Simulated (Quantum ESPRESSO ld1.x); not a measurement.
Problem. Coherent X-ray form factor from a spherical all-electron density. Method: scalar-relativistic Kohn-Sham, LDA (Slater exchange, VWN5 correlation), spin-polarised, spherical densities, point nucleus; computed with ld1.x of Quantum ESPRESSO 7.5.

sin(theta)/lambda (1/angstrom)  f0 (electrons)
0.05                                    75.317
0.1                                     73.380
0.15                                    70.479
0.2                                     66.984
0.25                                    63.241
0.3                                     59.516
0.4                                     52.685
0.5                                     46.945
0.6                                     42.160
0.8                                     34.504
1                                       28.479
1.25                                    22.778
1.5                                     18.914
2                                       14.701

The species is in the configuration that NIST lists as its ground one. Which atom or ion scatters so?

Solution. The gold ion Au3+, [Xe] 4f14 5d8. Extrapolating in s^2 from the first two rows gives f0(0) = 76.0, near the electron count 76; among species with that count, the fall with angle is slower the higher Z, and the table is that of Z = 79; from so few rows the species is fixed only to a neighbour or two.
